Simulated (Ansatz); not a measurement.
Cartesian coordinates (Å):
SMILES: B(=B)C=C
```xyz
8

B      2.3430     0.0342     0.0588
B      0.8754    -0.1834    -0.2255
C     -0.5911    -0.3952    -0.4298
C     -1.4676     0.3210     0.2874
H      3.4806     0.2000     0.2819
H     -0.9745    -1.2131    -1.0336
H     -1.1398     1.1528     0.8982
H     -2.5260     0.0838     0.3089
```
Charge 0, multiplicity 1.

Computed with frozen-core CCSD(T)/cc-pVTZ // CAM-B3LYP-D3(BJ)/def2-TZVP (Ansatz, a program for electronic structure). The restricted HF reference is unstable towards unrestricted orbitals.

The HF energy is -127.31617 Ha and the MP2 correlation energy comes out as -0.48819 Ha.

Problem. Estimate the CCSD correlation energy, the (T) correction, the total energy and the T1 diagnostic.

Solution. 
```
Quantity                        Result
-----------------------  -------------
CCSD correlation energy    -0.52992 Ha
(T) correction             -0.02574 Ha
CCSD(T) total energy     -127.87183 Ha
T1 diagnostic                    0.035
```
